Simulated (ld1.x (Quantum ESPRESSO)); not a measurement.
Varying the PAW potential for holmium

Base potential:

- Element: holmium
- Generator: ld1.x (Quantum ESPRESSO) 7.5
- Type: PAW
- Functional: PBE
- Relativity: scalar-relativistic
- Frozen core: [Kr] 4d10
- Valence charge: 21
- Reference configuration: 4f11 5s2 5p6 5d1 6s1 6p0
- Partial waves: 5s (bound): rcut 1.65, rcutus 1.85 bohr; 6s (bound): rcut 1.65, rcutus 1.85 bohr; 5p (bound): rcut 2.25, rcutus 2.55 bohr; 6p (bound, empty): rcut 2.25, rcutus 2.55 bohr; 5d (bound): rcut 2.85, rcutus 3.90 bohr; 5d channel at 0.3 Ry: rcut 2.85, rcutus 3.90 bohr; 4f (bound): rcut 0.50, rcutus 0.65 bohr; 4f channel at 0.55 Ry: rcut 0.50, rcutus 0.65 bohr
- Local potential: all-electron potential smoothed inside 1.40 bohr (lloc = -1)
- Core correction: Bessel-smoothed model core, default radius (core density twice the valence density)
- Augmentation charge: BESSEL, radius 0.55 bohr

All-electron outer shells of the reference configuration (PBE, scalar-relativistic, ld1.x):

```
shell  level (eV)  outermost node (bohr)  outermost maximum (bohr)
   4p     -302.45                   0.27                      0.51
   4d     -158.59                   0.25                      0.52
   5s      -49.72                   0.61                      1.14
   5p      -25.27                   0.66                      1.29
   6s       -3.66                   1.55                      3.47
   4f       -2.56                      –                      0.53
   6p       -1.17                   1.91                      4.99
   5d       -0.84                   0.75                      2.19
```

Cutoffs, loose and tight: the cutoffs (Ry, on a coarse ladder) from which the occupation-weighted sum of valence levels, in a spherical-Bessel basis at the reference potential, stays within 10 and 1 mRy of its value at 400 Ry. They do not see the model core or the augmentation charge, which bear on the density cutoff. Test errors are all-electron minus pseudo excitation energies from the reference, over the configurations 4f11 5s2 5p6 5d0 6s2 6p0; 4f11 5s2 5p6 5d0 6s1 6p0; 4f11 5s2 5p6 5d0 6s0 6p0; 4f11 5s2 5p5 5d0 6s2 6p0; 4f10 5s2 5p6 5d1 6s2 6p0; 4f10 5s2 5p6 5d0 6s0 6p0; 4f10 5s2 5p6 5d1 6s1 6p0. A dash means not determined; rows that change the core or the reference have their own tests.

A true bound ghost makes a file unfit for plane-wave use even where its test errors are small: the radial tests pick states by their node count and pass the ghost by.

Cutoffs are not given where the Bessel-basis levels miss the radial ones by over 6 mRy, ghosts where they miss by over 20 mRy; a channel whose overlap is not positive is not tested.

A file whose overlap is not positive is unfit for use, and its test errors describe a broken file.

| change | outcome | cutoff, loose | cutoff, tight | bound ghosts | largest test error (meV) |
| --- | --- | --- | --- | --- | --- |
| base | generated, overlap not positive | – | – | d (p not tested, overlap not positive) | test run stopped at test 1 of 7 (negative rho) |
| waves 5p (bound): rcut 1.54, rcutus 1.64 bohr; 6p (bound): rcut 1.54, rcutus 1.64 bohr | failed: new_paw_hamiltonian: negative rho | – | – | – | – |
| waves 5p (bound): rcut 2.00, rcutus 2.12 bohr; 6p (bound): rcut 2.00, rcutus 2.12 bohr | failed: new_paw_hamiltonian: negative rho | – | – | – | – |
| waves 5p (bound): rcut 2.25, rcutus 2.50 bohr; 6p (bound): rcut 2.25, rcutus 2.50 bohr | generated, overlap not positive | – | – | d (p not tested, overlap not positive) | test run stopped at test 1 of 7 (negative rho) |
| waves 5p (bound): rcut 2.25, rcutus 2.78 bohr; 6p (bound): rcut 2.25, rcutus 2.78 bohr | generated, overlap not positive | – | – | d (p not tested, overlap not positive) | test run stopped at test 1 of 7 (negative rho) |
| waves 5p (bound): rcut 2.25, rcutus 3.10 bohr; 6p (bound): rcut 2.25, rcutus 3.10 bohr | generated, overlap not positive | – | – | d (p not tested, overlap not positive) | test run stopped at test 1 of 7 (negative rho) |
| waves 5p (bound): rcut 2.25, rcutus 3.36 bohr; 6p (bound): rcut 2.25, rcutus 3.36 bohr | generated, overlap not positive | – | – | d (p not tested, overlap not positive) | test run stopped at test 1 of 7 (negative rho) |

(1) What comes out with this change to the base: waves 5p (bound): rcut 2.25, rcutus 3.84 bohr; 6p (bound): rcut 2.25, rcutus 3.84 bohr?

## Answers

(1) outcome: generated; cutoff, loose: over 300 Ry; cutoff, tight: over 300 Ry; bound ghosts: d; largest test error (meV): test run stopped at test 1 of 7 (negative rho).

Reading the sweep of the p radius (base included, trends over the rows without a ghost): Bound ghosts are found at 2.5, 2.55, 2.78, 3.1, 3.36, 3.84 bohr. Every judged row has one, so this setting neither creates nor removes them. The generation fails at 1.64, 2.12 bohr.
